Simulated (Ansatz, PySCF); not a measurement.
Species: bromosilane, sum formula SiH$_{3}$Br, net charge 0, singlet state. 
Structure (B3LYP-D3(BJ)/def2-TZVP (Ansatz, a quantum-chemistry and plane-wave program) minimum search):
```xyz
5

Si    -1.4775    -0.0217     0.0219
Br     0.7574     0.0111    -0.0112
H     -1.9632     1.3690    -0.0622
H     -1.9472    -0.8065    -1.1360
H     -1.9135    -0.6482     1.2847
```
Charge 0, spin multiplicity 1.

Dipole moments at this geometry, in debye (magnitudes).

| level | program | dipole (D) |
|---|---|---|
| SVWN5/def2-TZVPD | Ansatz | 1.35 |
| PBE/def2-TZVPD | Ansatz | 1.27 |
| BLYP/def2-TZVPD | Ansatz | 1.28 |
| B3LYP/def2-TZVPD | Ansatz | 1.38 |
| BHLYP/def2-TZVPD | Ansatz | 1.49 |
| M06-2X/def2-TZVPD | PySCF | 1.53 |
| LC-wPBE/def2-TZVPD | Ansatz | 1.47 |
| wB97X-V/def2-TZVPD | Ansatz | 1.45 |
| CCSD(T)/def2-SVPD | Ansatz | 1.41 |
